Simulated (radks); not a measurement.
The nuclear charge of the fluorine ion F2+ is varied continuously with 7 electrons held in [He] 2s2 2p3. Method: Dirac Kohn-Sham, LDA (Slater exchange, Perdew-Wang correlation), spin-unpolarised, spherical densities, finite nucleus; open shells are shared between the two j in proportion to 2j + 1; Fermi nuclear charge, rms radius 2.8976 fm; computed with a radial shooting solver on a logarithmic mesh with Libxc functionals. By the Hellmann-Feynman theorem dE/dZ = E(electron-nucleus)/Z, the electronic potential at the nucleus (averaged over a nucleus of fixed radius).

Z    E (hartree)  E(electron-nucleus)/Z (hartree)   HOMO  e(HOMO) (eV)  <r> HOMO (bohr)
8.6    -87.40675                         -23.4651  2p3/2       -38.440           0.9698
8.8    -92.16523                         -24.1196  2p3/2       -43.625           0.9313
9      -97.05461                         -24.7742  2p3/2       -49.089           0.8960
9.2   -102.07489                         -25.4287  2p3/2       -54.832           0.8634
9.4   -107.22608                         -26.0832  2p3/2       -60.854           0.8331
9.6   -112.50818                         -26.7378  2p3/2       -67.152           0.8051
9.8   -117.92121                         -27.3925  2p3/2       -73.727           0.7789
10    -123.46519                         -28.0473  2p3/2       -80.579           0.7545

The central difference of E at Z = 9 is -24.774 hartree, to compare with the third column; the second derivative is -3.27 hartree.
